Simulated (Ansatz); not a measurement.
Ideal-gas functions of ClFGeH₃Si, SMILES `F[Si](Cl)[GeH3]` radical at 500 K and 1 bar, from an Ansatz frequency run at PBE0-D4/def2-TZVP.

Molar mass 158.17 g/mol, point group C1 (symmetry number 1), electronic degeneracy 2, moments of inertia 121.338, 376.126, 471.6 u Å². Harmonic wavenumbers (cm⁻¹, unscaled): 80, 98, 156, 234, 325, 451, 465, 557, 771, 863, 872, 880, 2143, 2166, 2172.

Use S(trans) = R[1.5 ln M + 2.5 ln T − 1.1517]; rotational temperatures θ = 24.2544 K / I; S(rot) = R[ln(√π/σ · √(T³/θAθBθC)) + 1.5]; for each mode x = 1.438777 ν̃/T, S = R[x/(eˣ − 1) − ln(1 − e⁻ˣ)] and H = RT x/(eˣ − 1); 1 cm⁻¹ = 0.0119627 kJ/mol; R = 8.31446 J/(mol·K).

By hand: the entropy, in J/(mol·K).

Translation 182.8. Rotation: θ = 0.1999, 0.0645, 0.0514 K, giving 125.2. Vibration, mode by mode: 20.54, 18.87, 15.04, 11.76, 9.17, 6.71, 6.49, 5.23, 3.21, 2.60, 2.55, 2.51, 0.13, 0.12, 0.12, in all 105.0. Electronic 5.8. Sum 418.8 J/(mol·K).

By hand: H − E and G − E in kJ/mol, counted from the electronic energy.

Zero-point energy ½ × 12233 × 0.0119627 = 73.2; thermal vibration 25.8; translation, rotation and pV give 4 RT = 16.6. H − E = 115.6 kJ/mol, and G − E = 115.6 − 500 × 418.8/1000 = -93.8 kJ/mol.

Vibration gives 25 % of the entropy, 39.4 J/(mol·K) of it from the modes under 150 cm⁻¹: soft modes count most, and the harmonic formula is weakest for them. The sum counts one conformer and one mirror image; others add a mixing term.
